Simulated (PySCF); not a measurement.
Gas-phase equilibrium of 1 mol GeF₄, 9.8 mol H₂ at 2500 K and 1.00 bar, among 16 species (GeH₄, Ge₂H₆, F₂, GeF₂, GeF₃, F, H, GeH₃F, GeHF₃, HF, H₂, Ge₃H₈, GeH₃, GeH₂F₂, GeH₂, GeF₄). Only gases are allowed; each row takes one source of thermochemistry for all species, and Cantera finds the minimum.

Method: PySCF energies plus ideal-gas RRHO corrections (1 bar). † marks an energy on the PBE0/def2-TZVP geometry and frequencies; other levels use their own. MP2 freezes the core. 6-31G* has spherical d functions here. Open shells (unrestricted) among the columns below: GeF₃ (multiplicity 2), F (multiplicity 2, electronic degeneracy 6), H (multiplicity 2), GeH₃ (multiplicity 2); the rest are closed-shell singlets. Spin-orbit splitting is ignored; it lowers the true energy and changes the entropy of F. B3LYP is the form with VWN-RPA correlation. Ge: all electrons, no relativistic terms. GeF₃, GeH₃, GeH₂: computed as isolated molecules; such fragments, hydroxides, amides, oligomers or adducts are transient or little studied in the gas. MP2 isn't extrapolated to the basis-set limit. The harmonic model lacks anharmonicity and excited electronic states, which grow with temperature; levels with a mode under 35 cm⁻¹ are left out.

Molecules larger than those listed are left out, and so are free Ge atoms, whose spin-orbit terms are large. Also missing: (HF)n, which can matter at low temperature or high pressure. Table species left out: H2F2, H3F3, H4F4.

With B3LYP/6-31G* thermochemistry: H₂ 0.73, H 0.022, HF 0.17, GeF₂ 0.084, F 0.00016, GeH₂ 5.2e-6, GeH₃ 1.4e-8, GeF₃ 1.9e-6.

Question: How far does the composition move with the other sources (B3LYP/def2-TZVP†, HF/def2-TZVP†, M06-2X/def2-TZVP†, MP2/def2-TZVPP†, LDA/def2-TZVP†)?

Answer: 
```csv
thermochemistry,x H₂,x H,x HF,x GeF₂,x F,x GeH₂,x GeH₃,x GeF₃
B3LYP/6-31G*,0.73,0.022,0.17,0.084,0.00016,5.2e-6,1.4e-8,1.9e-6
B3LYP/def2-TZVP†,0.73,0.021,0.17,0.084,2.8e-5,0.00011,3.2e-7,2.8e-7
HF/def2-TZVP†,0.52,0.26,0.14,0.073,0.0083,0.00044,6.7e-6,2.5e-6
M06-2X/def2-TZVP†,0.72,0.026,0.17,0.084,2.0e-5,6.1e-5,3.8e-7,1.8e-6
MP2/def2-TZVPP†,0.71,0.041,0.17,0.083,5.1e-6,0.00024,2.5e-6,6.5e-7
LDA/def2-TZVP†,0.73,0.016,0.17,0.084,3.8e-7,0.00014,1.6e-6,5.0e-7
```
The most sensitive of these is F: it spans a factor of 10^4.3 over these rows; at this temperature one factor of ten is RT ln 10 = 48 kJ/mol.
